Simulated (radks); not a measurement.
Q: Coherent X-ray form factor from a spherical all-electron density. All-electron calculation, non-relativistic Kohn-Sham, PBE, spin-polarised, spherical densities, point nucleus. Program: a radial shooting solver on a logarithmic mesh with Libxc functionals.

sin(theta)/lambda (1/angstrom)  f0 (electrons)
0.05                                    36.942
0.1                                     36.768
0.15                                    36.481
0.2                                     36.087
0.25                                    35.592
0.3                                     35.004
0.4                                     33.588
0.5                                     31.925
0.6                                     30.106
0.8                                     26.347
1                                       22.862
1.25                                    19.281
1.5                                     16.545
2                                       12.549

The species is in the configuration that NIST lists as its ground one. Which atom or ion scatters so?

A: The ytterbium ion Yb33+, [Kr] 4d1. Extrapolating in s^2 from the first two rows gives f0(0) = 37.0, near the electron count 37; among species with that count, the fall with angle is slower the higher Z, and the table is that of Z = 70; from so few rows the species is fixed only to a neighbour or two.
